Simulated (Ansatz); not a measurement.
C₂H₃AlCl₂ (`C=[CH][Al]([Cl])[Cl]`). Charge 0, multiplicity 1. The geometry is a stationary point of PBE0-D4/def2-TZVP. It is one conformer, not always the lowest.

```xyz
8

C     0.234    1.432   -0.073
C     0.292    0.287    0.611
Al   -0.315   -1.358   -0.168
Cl   -0.242   -3.171    0.861
Cl   -1.081   -1.363   -2.111
H     0.572    2.378    0.345
H    -0.156    1.477   -1.087
H     0.695    0.318    1.622
```

Question: What is the dipole moment at B3LYP/def2-TZVPP? (Estimate.)

Answer: Ansatz gave: 2.14 D, with components (0.63, 1.92, 0.70) D in this frame, pointing from negative to positive charge.

Question: And with PBE, r2SCAN, ωB97M-V? (Estimate.)

Answer: The calculation gave: PBE 2.10 D, r2SCAN 2.16 D, ωB97M-V 2.11 D.

Question: Give the Mulliken charges with B3LYP, PBE, r2SCAN in def2-TZVPP. (Estimate.)

Answer: The calculation gave: 
```tsv
atom	B3LYP	PBE	r2SCAN
C1	-0.19	-0.16	-0.10
C2	-0.25	-0.22	-0.29
Al3	0.58	0.51	0.64
Cl4	-0.24	-0.21	-0.24
Cl5	-0.24	-0.22	-0.25
H6	0.11	0.10	0.08
H7	0.11	0.10	0.09
H8	0.11	0.10	0.08
```

B3LYP here is the variant with VWN-RPA as its local correlation; programs differ in this.
